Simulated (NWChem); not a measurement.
System: MgH₂S; SMILES [MgH][SH]

The following NWChem deck was run.

```
start job
memory heap 200 mb stack 900 mb global 1100 mb
geometry units angstroms noautoz
  Mg     0.233474    -1.142312     0.000000
  H      0.386854    -2.829254     0.000000
  S      0.062367     1.170564     0.000000
  H     -1.290702     1.147842     0.000000
end
basis spherical
  * library def2-svpd
end
dft
  xc xpbe96 cpbe96
  iterations 150
end
tddft
  cis
  nroots 6
  notriplet
end
task tddft energy
```

NWChem printed, in part:

```
             Northwest Computational Chemistry Package (NWChem) 7.3.0
             --------------------------------------------------------

 CS  symmetry detected

                             Geometry "geometry" -> ""
                             -------------------------

 Output coordinates in angstroms (scale by  1.889725989 to convert to a.u.)

  No.       Tag          Charge          X              Y              Z
 ---- ---------------- ---------- -------------- -------------- --------------
    1 Mg                  12.0000     0.01969724    -1.26094527     0.00000000
    2 H                    1.0000     0.01543167    -2.95484035     0.00000000
    3 S                   16.0000     0.06455963     1.05781741     0.00000000
    4 H                    1.0000    -1.28475266     1.16110516     0.00000000

 Effective nuclear repulsion energy (a.u.)      58.3553723233

      Symmetry information
      --------------------

 Group name             Cs
 Group number              2
 Group order               2
 No. of unique centers     4

  pbe96 is a nonlocal functional; adding pw91lda local functional.

                                 NWChem DFT Module
                                 -----------------

 Summary of "ao basis" -> "ao basis" (spherical)
 ------------------------------------------------------------------------------
       Tag                 Description            Shells   Functions and Types
 ---------------- ------------------------------  ------  ---------------------
 Mg                        def2-svpd                 9       21   4s4p1d
 H                         def2-svpd                 4        8   2s2p
 S                         def2-svpd                11       27   5s4p2d

      Symmetry analysis of basis
      --------------------------

        a'         46
        a"         18

            General Information
            -------------------
          SCF calculation type: DFT
          Wavefunction type:  closed shell.
          No. of atoms     :     4
          No. of electrons :    30
           Alpha electrons :    15
            Beta electrons :    15
          Charge           :     0
          Spin multiplicity:     1
          Use of symmetry is: off; symmetry adaption is: on
          Maximum number of iterations: 150
          AO basis - number of functions:    64
                     number of shells:    28
          Convergence on energy requested:  1.00D-06
          Convergence on density requested:  1.00D-05
          Convergence on gradient requested:  5.00D-04

              XC Information
              --------------
          PerdewBurkeErnzerhof Exchange Functional  1.000
            Perdew 1991 LDA Correlation Functional  1.000 local
           PerdewBurkeErnz. Correlation Functional  1.000 non-local

             Grid Information
             ----------------
          Grid used for XC integration:  medium
          Radial quadrature: Mura-Knowles
          Angular quadrature: Lebedev.
          Tag              B.-S. Rad. Rad. Pts. Rad. Cut. Ang. Pts.
          ---              ---------- --------- --------- ---------
          Mg                  1.50       88          12.0       590
          H                   0.35       45          13.0       434
          S                   1.00       88          13.0       590
          Grid pruning is: on
          Number of quadrature shells:   266
          Spatial weights used:  Erf1

      Superposition of Atomic Density Guess
      -------------------------------------

 Sum of atomic energies:        -597.88509876

      Non-variational initial energy
      ------------------------------

 Total energy =    -598.076737
 1-e energy   =    -945.396443
 2-e energy   =     288.964334
 HOMO         =      -0.333812
 LUMO         =      -0.026102

      Symmetry analysis of molecular orbitals - initial
      -------------------------------------------------

  Numbering of irreducible representations:

     1 a'          2 a"

  Orbital symmetries:

     1 a'          2 a'          3 a'          4 a'          5 a'
     6 a"          7 a'          8 a'          9 a'         10 a"
    11 a'         12 a'         13 a'         14 a'         15 a"
    16 a'         17 a'         18 a"         19 a'         20 a'
    21 a'         22 a"         23 a'         24 a'         25 a'

   convergence    iter        energy       DeltaE   RMS-Dens  Diis-err
 ---------------- ----- ----------------- --------- --------- ---------
 d= 0,ls=0.0,diis     1   -598.9699552049 -6.57D+02  1.83D-02  2.42D-01

[...]

                                NWChem TDDFT Module
                                -------------------

            General Information
            -------------------
           No. of orbitals :     128
            Alpha orbitals :      64
             Beta orbitals :      64
        Alpha frozen cores :       0
         Beta frozen cores :       0
     Alpha frozen virtuals :       0
      Beta frozen virtuals :       0
         Spin multiplicity :       1
    Number of AO functions :      64
        Use of symmetry is : off
      Symmetry adaption is : on
         Schwarz screening :  0.10D-07

              XC Information
              --------------
   PerdewBurkeErnzerhof Exchange Functional   1.00
     Perdew 1991 LDA Correlation Functional   1.00 local
    PerdewBurkeErnz. Correlation Functional   1.00 non-local

             TDDFT Information
             -----------------
          Calculation type : Tamm-Dancoff TDDFT
         Wavefunction type : Restricted singlets
          No. of electrons :      30
           Alpha electrons :      15
            Beta electrons :      15
              No. of roots :       6
          Max subspacesize :    5200
            Max iterations :     100
               Target root :       1
           Target symmetry : none
      Symmetry restriction : off
                 Algorithm : Optimal
        Davidson threshold :  0.10D-03

    6 smallest eigenvalue differences (eV)
--------------------------------------------------------
  No. Spin  Occ  Vir  Irrep   E(Occ)    E(Vir)   E(Diff)
--------------------------------------------------------
    1    1   15   16 a"       -0.218    -0.059     4.313
    2    1   15   17 a"       -0.218    -0.051     4.542
    3    1   15   18 a'       -0.218    -0.041     4.805
    4    1   14   16 a'       -0.242    -0.059     4.977
    5    1   14   17 a'       -0.242    -0.051     5.206
    6    1   14   18 a"       -0.242    -0.041     5.469
--------------------------------------------------------

  Entering Davidson iterations
  Restricted singlet excited states

  Iter   NTrls   NConv    DeltaV     DeltaE      Time
  ----  ------  ------  ---------  ---------  ---------
    1      6       0     0.11E+00   0.10+100        1.1
    2     12       0     0.64E-01   0.20E-01        1.5
    3     18       1     0.37E-01   0.84E-02        1.8
    4     23       3     0.77E-02   0.31E-02        1.1
    5     26       5     0.65E-03   0.13E-03        0.8
    6     27       6     0.63E-04   0.51E-06        0.7
  ----  ------  ------  ---------  ---------  ---------
  Convergence criterion met

  Ground state a'       -599.002468900561 a.u.

  ----------------------------------------------------------------------------
  Root   1 singlet a"             0.162338332 a.u.                4.4175 eV
  ----------------------------------------------------------------------------
     Transition Moments    X  0.00000   Y  0.00000   Z -0.71254
     Dipole Oscillator Strength                    0.0549472043
     Electric Quadrupole                           0.0000000111
     Magnetic Dipole                               0.0000000486
     Total Oscillator Strength                     0.0549472641

     Occ.   15  a"  ---  Virt.   16  a'       0.98459
     Occ.   15  a"  ---  Virt.   17  a'      -0.16298
  ----------------------------------------------------------------------------
  Root   2 singlet a"             0.166729736 a.u.                4.5369 eV
  ----------------------------------------------------------------------------
     Transition Moments    X -0.00000   Y -0.00000   Z  0.15599
     Dipole Oscillator Strength                    0.0027046002
     Electric Quadrupole                           0.0000000254
     Magnetic Dipole                               0.0000000848
     Total Oscillator Strength                     0.0027047104

     Occ.   15  a"  ---  Virt.   16  a'      -0.16175
     Occ.   15  a"  ---  Virt.   17  a'      -0.98573
  ----------------------------------------------------------------------------
  Root   3 singlet a'             0.182993825 a.u.                4.9795 eV
  ----------------------------------------------------------------------------
     Transition Moments    X -0.03423   Y  0.12293   Z  0.00000
     Dipole Oscillator Strength                    0.0019864514
     Electric Quadrupole                           0.0000000722
     Magnetic Dipole                               0.0000000596
     Total Oscillator Strength                     0.0019865831

     Occ.   13  a'  ---  Virt.   16  a'      -0.15182
     Occ.   14  a'  ---  Virt.   16  a'       0.35132
     Occ.   14  a'  ---  Virt.   17  a'      -0.11524
     Occ.   15  a"  ---  Virt.   18  a"       0.91060
     Occ.   15  a"  ---  Virt.   26  a"      -0.05582
  ----------------------------------------------------------------------------
  Root   4 singlet a'             0.194389553 a.u.                5.2896 eV
  ----------------------------------------------------------------------------
     Transition Moments    X -0.35109   Y  0.00458   Z -0.00000
     Dipole Oscillator Strength                    0.0159768227
     Electric Quadrupole                           0.0000003050
     Magnetic Dipole                               0.0000022369
     Total Oscillator Strength                     0.0159793646

[...]
```

Level: PBE/def2-SVPD, TDA. Structure relaxed at the PBE0/def2-SVP level.
